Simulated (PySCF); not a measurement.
Cost of one run: shielding job, `CB(C)C1=CCCCC1`.

Method: GIAO PBE0/pcSseg-1 NMR shielding, non-relativistic, gas phase (PySCF 2.14.0, density-fitted response routines). Geometry: GFN2-xTB. Work: shieldings, ring-centre shieldings, charges and field gradients, density fitting. A driver script takes a list of jobs; this job's settings line and coordinates (Å) are shown.

Input:
```
{"job": {"kind": "nmr", "xc": "PBE0", "basis": "pcSseg-1"}, "charge": 0, "multiplicity": 1}
C     -2.483907    -1.109047    -0.839686
B     -1.750795     0.062303    -0.071774
C     -2.628077     1.226878     0.541177
C     -0.199179     0.057764     0.066092
C      0.477122     1.149357     0.447888
C      1.964911     1.271816     0.535102
C      2.671817     0.130446    -0.187785
C      2.005764    -1.185223     0.192898
C      0.564382    -1.194408    -0.306103
H     -3.453107    -0.816046    -1.238117
H     -2.674035    -1.921176    -0.135826
H     -1.902004    -1.538483    -1.651927
H     -2.639400     2.065952    -0.155842
H     -2.249516     1.613091     1.484670
H     -3.666145     0.937996     0.691796
H     -0.065592     2.043902     0.723265
H      2.276069     2.237265     0.125586
H      2.248119     1.271745     1.594324
H      3.732563     0.118194     0.071149
H      2.589677     0.275606    -1.267200
H      2.551394    -2.029294    -0.234518
H      2.017655    -1.292927     1.279724
H      0.040843    -2.065626     0.093550
H      0.559709    -1.290319    -1.396604
```

Hardware: one thread of an x86-64 server, no GPU, on a shared host.

The basis has 228 functions.

Task: Which is nearest to the wall time?
A. 1.7 min
B. 1.7 h
C. 14 min

Result: A. The run took 1.7 min. The SCF took 14 cycles.

Task: At this speed, how long would 1000 such jobs take on 64 cores, one job a core?

Result: 1000/64 gives 16 rounds of 1.7 min, about 27 min of wall time and 28 core-hours, if the jobs don't slow each other.

The SCF part of the output:
```
coarse grid: 19080 points
cycle   1  E = -338.1325656876  dE =  9.525e-01  |g| = 5.631e-01  |ddm| = 4.262e+00
cycle   2  E = -338.1130123141  dE =  1.955e-02  |g| = 6.342e-01  |ddm| = 1.169e+00
cycle   3  E = -338.2198027570  dE = -1.068e-01  |g| = 8.176e-02  |ddm| = 6.897e-01
cycle   4  E = -338.2209824410  dE = -1.180e-03  |g| = 4.532e-02  |ddm| = 1.106e-01
cycle   5  E = -338.2214881401  dE = -5.057e-04  |g| = 9.230e-03  |ddm| = 4.558e-02
cycle   6  E = -338.2215064374  dE = -1.830e-05  |g| = 2.996e-03  |ddm| = 1.147e-02
cycle   7  E = -338.2215088077  dE = -2.370e-06  |g| = 1.812e-04  |ddm| = 2.806e-03
final grid: 181456 points
cycle   8  E = -338.2746568441  dE = -7.566e-05  |g| = 1.054e-02  |ddm| = 4.922e-02
cycle   9  E = -338.2746481070  dE =  8.737e-06  |g| = 1.218e-02  |ddm| = 2.001e-02
cycle  10  E = -338.2746857954  dE = -3.769e-05  |g| = 7.667e-04  |ddm| = 1.094e-02
cycle  11  E = -338.2746859107  dE = -1.153e-07  |g| = 3.144e-04  |ddm| = 1.043e-03
cycle  12  E = -338.2746859341  dE = -2.344e-08  |g| = 1.166e-04  |ddm| = 3.852e-04
cycle  13  E = -338.2746859372  dE = -3.082e-09  |g| = 4.311e-05  |ddm| = 1.366e-04
cycle  14  E = -338.2746859376  dE = -4.741e-10  |g| = 2.690e-06  |ddm| = 3.909e-05
converged SCF energy = -338.2746859376
```

On the final grid dE counts from the start density on that grid.

Times come from a shared host and carry two figures at best.
